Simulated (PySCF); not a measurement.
## Electronic structure of As+ (arsenic, charge +1) at the UHF level

Configuration: [Ar] 3d10 4s2 4p2, high-spin 3P determinant. Computed with PySCF 2.14 in cc-pVDZ-PP with ECP10MDF (4s3p2d, 23 functions), with scalar relativity through the core potential.

```json
{
 "Total energy": "-330.850759 hartree",
 "One-electron energy": "-578.7574 hartree",
 "Hartree (Coulomb) energy": "273.3641 hartree",
 "Exchange energy": "-25.4574 hartree",
 "⟨S²⟩": "2.0078",
 "⟨L²⟩": "2.023",
 "Sum of ⟨r⟩": "20.09 bohr",
 "Sum of ⟨r²⟩": "30.06 bohr²",
 "Traceless quadrupole moment −½Σ⟨3z² − r²⟩ along its main axis": "2.51 e·bohr²",
 "Time after the integrals": "0.08 s of wall time on 1 thread of Intel(R) Xeon(R) Platinum 8375C CPU @ 2.90GHz (shared host)"
}
```

| shell | electrons | mean orbital energy (eV) | spread (eV) | rms radius, mean of both spins (bohr) |
| --- | --- | --- | --- | --- |
| 3s α | 1 | -230.32 | 0 | 0.641 |
| 3s β | 1 | -229.94 | 0 | 0.641 |
| 3p α | 3 | -173.54 | 0.028 | 0.668 |
| 3p β | 3 | -173.11 | 0.593 | 0.668 |
| 3d α | 5 | -66.563 | 0.323 | 0.743 |
| 3d β | 5 | -66.269 | 0.598 | 0.743 |
| 4s α | 1 | -30.464 | 0 | 2.06 |
| 4s β | 1 | -25.355 | 0 | 2.06 |
| 4p α | 2 | -18.431 | 0 | 2.51 |

Energies and moments cover only the electrons outside the core potential.
